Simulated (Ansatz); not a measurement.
```yaml
crystal:
  periodic: [false, false, false]
  atoms:
    - {symbol: O, position_ang: [-0.848698, -1.515397, -0.262557]}
    - {symbol: W, position_ang: [-0.117368, 0.173210, 0.037143]}
    - {symbol: O, position_ang: [1.140826, -0.488927, 1.243144]}
    - {symbol: O, position_ang: [1.053742, 0.018903, -1.405359]}
    - {symbol: F, position_ang: [-1.097185, 0.606459, 1.577773]}
    - {symbol: F, position_ang: [0.430711, 1.967819, 0.055050]}
    - {symbol: F, position_ang: [-1.613584, 0.789249, -0.913232]}
    - {symbol: H, position_ang: [-1.612641, -1.697005, -0.816480]}
    - {symbol: H, position_ang: [1.012332, -0.561669, 2.192698]}
    - {symbol: H, position_ang: [1.651877, 0.707369, -1.708191]}
basis:
  gaussian: {orbitals: def2-mTZVP}
magnetization: {spin_polarized: true, initial_magnetization: 2}
hamiltonian: {xc: {name: HF}}
correlation: {active_space: {window: {electrons: 6, orbitals: 2}}}
```

```sh
$ ansatz run in.yaml --threads 4 --pin off --events-out ev --progress --plain --max-ram 11315MiB
```

Task: How does Ansatz answer? (Best estimate.)

Result: The calculation gave: The program refused the input.
```
Error: invalid value for `correlation.active_space`: it starts from restricted Hartree–Fock orbitals; set hamiltonian.xc: hf without magnetization.spin_polarized
```
